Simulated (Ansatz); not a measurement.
Program: Ansatz. Geometries: PBE0-D4/def2-TZVP. ΔE: electronic, gas phase. CBS: MP2 limit from def2 TZ/QZ plus the TZ coupled-cluster correction, frozen cores. DFT in def2-TZVPP. One conformer a species, not always the lowest.

Consider the redistribution: `C[SiH]([AlH2])CF` + `C[SiH2]CCl` → `C[SiH]([AlH2])Cl` + `C[SiH2]CCF`.

(1) Is it downhill or uphill in electronic energy at CCSD(T)/CBS, and by how much? (An estimate is asked.)

(2) What do these levels give: r2SCAN0-D4, revPBE, BLYP, HF/def2-QZVPP, SCS-MP2/def2-QZVPP, MP2/CBS(def2)? (Estimate.)

Largest T1 diagnostic among the species: 0.012.

## Answers

(1) Computed: Downhill: ΔE = -158.7 kJ/mol.

(2) Ansatz gave: r2SCAN0-D4 -162.8, revPBE -146.0, BLYP -146.8, HF/def2-QZVPP -169.7, SCS-MP2/def2-QZVPP -161.8, MP2/CBS(def2) -164.9 kJ/mol.

From PBE to PBE0 (25 % exact exchange), in def2-TZVPP and without D4, ΔE moves by −7.9 kJ/mol. At CCSD(T), def2-SVP lies −7.1 kJ/mol from the extrapolated value and def2-TZVPP +0.5 kJ/mol.
